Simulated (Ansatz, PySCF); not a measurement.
Ga(Cl)(Me)(NH2) (CH5ClGaN), SMILES [CH3][Ga]([NH2])[Cl].

Geometry: PBE0-D3(BJ)/def2-SVP. The structure was generated by enumeration; whether it is a known compound was not checked. One conformer was computed; it need not be the lowest.

Vertical ionisation energy (IE) and electron affinity (EA) in eV. Rows of orbital energies are one-electron estimates. Where ΔSCF, EOM or ADC give a negative EA the extra electron is unbound and the value depends on the basis.

```
level                                                                       IE     EA
------------------------------------------------------------------------  ----  -----
−ε(HOMO), −ε(LUMO), M06-2X/def2-TZVP (PySCF)                              8.97  -0.37
−ε(HOMO), −ε(LUMO), PBE/def2-TZVP (PySCF)                                 6.14   0.94
ΔSCF, CAM-B3LYP/def2-SVPD (Ansatz), final states of multiplicity 2 and 2  9.97  -0.64
ΔSCF, PBE/def2-SVPD (Ansatz), final states of multiplicity 2 and 2        9.55  -0.42
```

Problem. What vertical singlet–triplet gap does ΔSCF give with CAM-B3LYP/def2-SVPD (Ansatz, a program for electronic structure) and with PBE/def2-SVPD (Ansatz)? (The exact figures need the calculation; the answer reports its results.)

Solution. 5.73 and 5.33 eV (triplet above singlet where positive).
